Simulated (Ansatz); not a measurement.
Molecule (SMILES): [GeH] (GeH), doublet.
Atoms: Ge1, H2. Bonds: Ge1-H2.

Basis-set convergence of the optimised Ge1-H2 bond length at PBE0 with Ansatz (an electronic-structure program). Cartesian d functions, on some or all atoms, in 6-31G*; all else is spherical. The program fits the integrals of some runs and decomposes those of others, by size. Open shells are unrestricted. No added dispersion term, no relativity. Reference: the value in aug-cc-pV5Z, 1.5981 Å, itself unsure by roughly 0.0002 Å (its mean distance from pcseg-4, aug-pcseg-3, aug-cc-pVQZ). Deviations are taken from unrounded values.

```tsv
basis	functions	optimised Ge1-H2 bond length (Å)	minus reference (Å)
cc-pVDZ	32	1.6074	0.0092
6-31G*	37	1.6117	0.0136
aug-cc-pVDZ	45	1.6062	0.0080
6-311G**	50	1.6009	0.0027
def2-TZVP	54	1.6012	0.0031
pcseg-2	57	1.6012	0.0031
def2-TZVPP	62	1.6016	0.0035
def2-TZVPPD	71	1.6010	0.0029
aug-cc-pVTZ	82	1.6002	0.0021
aug-pcseg-2	82	1.5997	0.0016
cc-pVQZ	98	1.5984	0.0003
pcseg-3	101	1.5987	0.0005
def2-QZVP	105	1.5988	0.0007
```
